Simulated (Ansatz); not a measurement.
C₃H₇BOSi, SMILES `CC#CB(O)[SiH3]`, 13 atoms. Charge 0, multiplicity 1. All runs use 4 threads of an Intel Xeon 6975P-C on a shared host. Correlated methods freeze the cores.

Q: How many basis functions does each run have, and how long does it take in Ansatz? RHF-CCSD(T)/def2-TZVPP energy; RKS ωB97M-V/def2-SVP energy; RKS ωB97M-V/def2-QZVPP energy; RKS r2SCAN-D4/def2-TZVPP energy and forces; RKS PBE0-D4/def2-TZVP relaxation (45 steps); direct RPA on PBE orbitals/def2-TZVPP energy; RKS PBE0-D4/def2-QZVPP energy; RKS revPBE-D4/def2-TZVPP energy; RKS PBE-D4/def2-TZVPP energy and forces; RKS ωB97X-V/def2-TZVPP energy; RHF-CCSD(T)/def2-SVP energy; RKS PBE0-D4/def2-SVP energy. (An estimate is asked.)

A: Computed: Other jobs shared the machine, so times are rough.

| level | job | functions | wall time | peak host memory (GiB) |
| --- | --- | --- | --- | --- |
| RKS PBE0-D4/def2-SVP | energy | 123 | 0.65 s | 0.29 |
| RKS revPBE-D4/def2-TZVPP | energy | 295 | 1.3 s | 0.41 |
| RKS PBE-D4/def2-TZVPP | energy and forces | 295 | 1.6 s | 0.41 |
| RKS ωB97M-V/def2-SVP | energy | 123 | 2 s | 0.41 |
| RKS r2SCAN-D4/def2-TZVPP | energy and forces | 295 | 2.5 s | 0.44 |
| RHF-CCSD(T)/def2-SVP | energy | 123 | 3.2 s | 0.8 |
| direct RPA on PBE orbitals/def2-TZVPP | energy | 295 | 3.7 s | 0.76 |
| RKS ωB97X-V/def2-TZVPP | energy | 295 | 4.5 s | 0.96 |
| RKS PBE0-D4/def2-QZVPP | energy | 565 | 6 s | 2.1 |
| RKS ωB97M-V/def2-QZVPP | energy | 565 | 12 s | 2.6 |
| RKS PBE0-D4/def2-TZVP | relaxation (45 steps) | 234 | 94 s | 0.73 |
| RHF-CCSD(T)/def2-TZVPP | energy | 295 | 2.9 min | 3.8 |
